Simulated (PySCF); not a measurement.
Species: CH8B2N2.
SMILES with atom numbers: `[BH2:1][NH:2][BH:3][NH:4][CH3:5]` (hydrogens: H6, H7 on B1; H8 on N2; H9 on B3; H10 on N4; H11, H12, H13 on C5)

Geometry (PBE0-D3(BJ)/def2-SVP, Å), atoms numbered from 1 in this order:
```
atom  x, y, z in Å
B1    -2.3581   -0.3730   -0.0824
N2    -1.2887   -0.5676   -0.9656
B3     0.1309   -0.3090   -0.7667
N4     0.6317    0.1920    0.4330
C5     2.0085    0.4791    0.7336
H6    -2.1523    0.0648    1.0306
H7    -3.4862   -0.6422   -0.4275
H8    -1.5229   -0.9335   -1.8819
H9     0.8958   -0.5360   -1.6788
H10   -0.0195    0.3790    1.1886
H11    2.3836   -0.1213    1.5807
H12    2.6312    0.2467   -0.1413
H13    2.1669    1.5426    0.9839
```

The closed-shell ground state was solved at several levels (PySCF, density fitting, gas phase, non-relativistic).

```json
{"level": "PBE0/cc-pVDZ", "basis functions": "110", "total energy (Eh)": "-201.9780", "HOMO (eV)": "-7.08", "LUMO (eV)": "-0.29", "gap (eV)": "6.79", "dipole (D)": "1.23"}
{"level": "PBE0/aug-cc-pVDZ", "basis functions": "187", "total energy (Eh)": "-201.9908", "HOMO (eV)": "-7.23", "LUMO (eV)": "-0.62", "gap (eV)": "6.61", "dipole (D)": "1.15"}
{"level": "PBE0/cc-pVTZ", "basis functions": "262", "total energy (Eh)": "-202.0395", "HOMO (eV)": "-7.21", "LUMO (eV)": "-0.48", "gap (eV)": "6.73", "dipole (D)": "1.15"}
{"level": "PBE0/IGLO-III", "basis functions": "255", "total energy (Eh)": "-202.0498", "HOMO (eV)": "-7.24", "LUMO (eV)": "-0.59", "gap (eV)": "6.65", "dipole (D)": "1.13"}
{"level": "CAM-B3LYP/def2-SVPD", "basis functions": "164", "total energy (Eh)": "-201.9815", "HOMO (eV)": "-8.65", "LUMO (eV)": "0.53", "gap (eV)": "9.18", "dipole (D)": "1.11"}
```

**Question.** What might PBE0/pcSseg-0 (61 basis functions) give for the same quantities?

**Answer.** Total energy -201.5241 Eh, HOMO -7.22 eV, LUMO -0.24 eV, gap 6.98 eV, dipole 1.42 D.

**Question.** Over all these levels, which gives the widest orbital gap and which the narrowest?

**Answer.** CAM-B3LYP/def2-SVPD (range-separated hybrid) has the widest, 9.18 eV, and PBE0/aug-cc-pVDZ (global hybrid, 25 % exact exchange) the narrowest, 6.61 eV. Functional and basis both differ between the two, so the spread mixes both effects.

**Question.** How much does the basis alone move the frontier levels among the 5 PBE0 rows (the withheld one included)?

**Answer.** The HOMO by 0.16 eV and the LUMO by 0.38 eV. By rising basis size (HOMO, LUMO in eV): pcSseg-0 -7.22, -0.24; cc-pVDZ -7.08, -0.29; aug-cc-pVDZ -7.23, -0.62; IGLO-III -7.24, -0.59; cc-pVTZ -7.21, -0.48.

**Question.** How far do the dipole and the HOMO energy spread over the levels?

**Answer.** The dipole runs from 1.11 to 1.42 D (mean 1.20 D) and the HOMO from -8.65 to -7.08 eV.

One conformer stands for the species.
